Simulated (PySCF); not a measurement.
## ORD: SMILES [C@@H]1(C#C)C(=C)[C@H]1F, C₆H₅F

Geometry:
```tsv
atom	x (Å)	y (Å)	z (Å)
C1	2.543	0.252	-1.027
C2	1.620	-0.027	-0.317
C3	0.507	-0.334	0.525
C4	-0.881	-0.198	0.027
C5	-1.847	-0.672	-0.714
C6	-0.404	0.797	0.988
F7	-0.864	0.763	2.274
H8	3.360	0.480	-1.643
H9	0.692	-1.129	1.241
H10	-2.819	-0.206	-0.739
H11	-1.708	-1.546	-1.330
H12	-0.197	1.819	0.689
```

Level of theory: TDDFT wB97X-D/aug-cc-pVDZ circular dichroism and optical rotation, one conformer, gas phase (PySCF 2.14.0). Geometry: GFN2-xTB.

Stereocentres: C3 R, C6 S.

Question: Give the optical rotatory dispersion at 633, 589.3, 546, 436, 405, 365, 355 nm.

Answer: [α] in deg dm⁻¹ (g/mL)⁻¹:
| λ (nm) | origin-invariant length gauge | modified velocity gauge | length gauge (centre of mass) | isotropic polarisability (au) |
| --- | --- | --- | --- | --- |
| 633 | +118.1 | +121.0 | +117.5 | 73.3 |
| 589.3 | +139.0 | +142.6 | +138.3 | 73.7 |
| 546 | +165.9 | +170.4 | +165.1 | 74.1 |
| 436 | +288.3 | +298.0 | +286.8 | 76.0 |
| 405 | +350.2 | +363.1 | +348.4 | 76.9 |
| 365 | +468.4 | +488.3 | +466.1 | 78.4 |
| 355 | +508.3 | +530.8 | +505.7 | 78.9 |

Question: And for the mirror image at 589.3 nm?

Answer: -139.0 deg dm⁻¹ (g/mL)⁻¹ (origin-invariant length gauge): the same size and the opposite sign.

Question: What is the molar rotation [Φ] = [α]·M/100 of the geometry above at 589.3 nm?

Answer: With M = 96.10 g/mol, +133.6 deg cm² dmol⁻¹ (origin-invariant length gauge).

The first excitation lies at 5.87 eV (211 nm) with R = -7.2 × 10⁻⁴⁰ esu² cm² (velocity form).
